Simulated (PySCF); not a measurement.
**Working out the ionisation energy of Cr⁺**

Cr⁺ [Ar] 3d5 (6S) → Cr²⁺ [Ar] 3d4 (5D). Calculation: PySCF 2.14, in cc-pVDZ-DK; scalar relativity by spin-free X2C-1e. Frozen: [Ar]. Energies in hartree (1 hartree = 27.21139 eV):

| part | Cr⁺ (lower) | Cr²⁺ (upper) |
| --- | --- | --- |
| UHF | -1049.432612 | -1048.878981 |
| MP2 opposite-spin | 0.000000 | 0.000000 |
| MP2 same-spin | -0.065457 | -0.031371 |

Q: What does Hartree-Fock give?

A: (-1048.878981) − (-1049.432612) = 0.553631 hartree = 15.065 eV.

Q: What do MP2 and SCS-MP2 (6/5 opposite-spin, 1/3 same-spin) give?

A: The opposite-spin parts differ by 0.000 eV and the same-spin parts by 0.928 eV. MP2: 15.065 + (0.000) + (0.928) = 15.993 eV. SCS-MP2: 15.065 + 1.2 × (0.000) + (0.928)/3 = 15.374 eV.

Reference: 16.486 eV (measured; NIST Atomic Spectra Database, ionization energies), between the lowest levels; spin-orbit coupling is absent from the calculation.

A double-zeta basis recovers only part of the correlation energy.

What remains against the reference includes basis incompleteness, the frozen core and correlation beyond second order.
